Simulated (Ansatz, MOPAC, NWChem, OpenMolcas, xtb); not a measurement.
**AlClOF (SMILES [O][Al]([F])[Cl]): the highest harmonic wavenumber at each level's own minimum, rung by rung**

AlClOF, doublet, SMILES `[O][Al]([F])[Cl]`. Each level relaxes the structure for itself.

Each level gives the highest harmonic wavenumber at each level's own minimum (cm⁻¹). The values are calculated.

```json
{"level": "MNDOD", "kind": "semi-empirical", "program": "MOPAC", "value (cm⁻¹)": "921"}
{"level": "PM6-D3H4", "kind": "semi-empirical", "program": "MOPAC", "value (cm⁻¹)": "1072"}
{"level": "PM6-DH+", "kind": "semi-empirical", "program": "MOPAC", "value (cm⁻¹)": "1072"}
{"level": "GFN1-xTB", "kind": "semi-empirical", "program": "xtb", "value (cm⁻¹)": "910"}
{"level": "UHF/3-21G", "kind": "Hartree–Fock", "program": "OpenMolcas", "value (cm⁻¹)": "1010"}
{"level": "UHF/6-31G* (spherical functions)", "kind": "Hartree–Fock", "program": "NWChem", "value (cm⁻¹)": "987"}
{"level": "UHF/6-31G* (Cartesian functions)", "kind": "Hartree–Fock", "program": "OpenMolcas", "value (cm⁻¹)": "991"}
{"level": "UB3LYP-D3(BJ)/6-311G**", "kind": "global hybrid", "program": "NWChem", "value (cm⁻¹)": "923"}
{"level": "UPBE0-D4/def2-TZVP", "kind": "global hybrid", "program": "Ansatz", "value (cm⁻¹)": "926"}
```

Harmonic and unscaled. The values span 910 to 1072 cm⁻¹.
